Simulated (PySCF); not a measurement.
C₈H₆F₃O₂ (charge -1).
Atom-mapped SMILES: `[O:1]=[C:2]([O-:3])[C:4]#[C:5][C@@H:6]1[C@@H:7]([F:8])[CH2:9][C@H:10]1[CH:11]([F:12])[F:13]` (hydrogens: H14 on C6; H15 on C7; H16, H17 on C9; H18 on C10; H19 on C11)

Method used: PBE0-D3(BJ)/def2-SVP geometry optimisation, gas phase in PySCF 2.14.0.

Problem. Give the optimised bond lengths and angles.

Solution. 
| bond | length (Å) |
| --- | --- |
| O1=C2 | 1.238 |
| C2–O3 | 1.239 |
| C2–C4 | 1.524 |
| C4≡C5 | 1.222 |
| C5–C6 | 1.445 |
| C6–C7 | 1.540 |
| C7–F8 | 1.367 |
| C7–C9 | 1.528 |
| C9–C10 | 1.537 |
| C10–C11 | 1.497 |
| C11–F12 | 1.359 |
| C11–F13 | 1.361 |
| C6–C10 | 1.555 |
| C6–H14 | 1.106 |
| C7–H15 | 1.102 |
| C9–H16 | 1.100 |
| C9–H17 | 1.099 |
| C10–H18 | 1.100 |
| C11–H19 | 1.104 |

A selection of angles:
| angle | degrees |
| --- | --- |
| O1–C2–O3 | 132.1 |
| O1–C2–C4 | 114.2 |
| O3–C2–C4 | 113.7 |
| C2–C4–C5 | 179.5 |
| C4–C5–C6 | 176.9 |
| C5–C6–C7 | 122.2 |
| C5–C6–C10 | 119.6 |
| C7–C6–C10 | 86.2 |
| C6–C7–F8 | 117.3 |
| C6–C7–C9 | 89.9 |
| F8–C7–C9 | 116.5 |
| C7–C9–C10 | 87.3 |
| C9–C10–C11 | 119.2 |
| C6–C10–C9 | 89.0 |
| C6–C10–C11 | 117.2 |
| C10–C11–F12 | 110.8 |
| C10–C11–F13 | 110.6 |
| F12–C11–F13 | 106.7 |

Dihedral angles: C5–C6–C7–F8 96° (anticlinal); C6–C7–C9–C10 21° (synperiplanar); C7–C9–C10–C11 -142° (anticlinal); C9–C10–C11–F12 49° (synclinal); C5–C6–C10–C9 146° (anticlinal).

Of the pairs four or more bonds apart, F12···H16 is among the closest relative to their van der Waals radii: 2.53 Å, 95 % of the sum of Bondi's values. The 4-membered ring C6–C7–C9–C10 has internal angles of 86.2° to 89.9° (sum 352°, against 360° for a flat polygon); it is puckered, 0.14 Å rms from its mean plane, widest ring torsion 21°. The 8 C–C bonds span 1.222 Å (C4≡C5, drawn triple) to 1.555 Å (C6–C10, drawn single), a spread of 0.333 Å. C2 (carboxylate carbon) is planar (angles 132.1°, 114.2° and 113.7°, sum 360.0°, 0.00 Å off the plane of its three neighbours).

Point group: C1 (no symmetry element, even within 0.4 Å). Not checked by PBE0-D3(BJ)/def2-SVP frequencies. The geometry's basis has no diffuse functions, a weakness for an anion.

One conformer stands for the species.
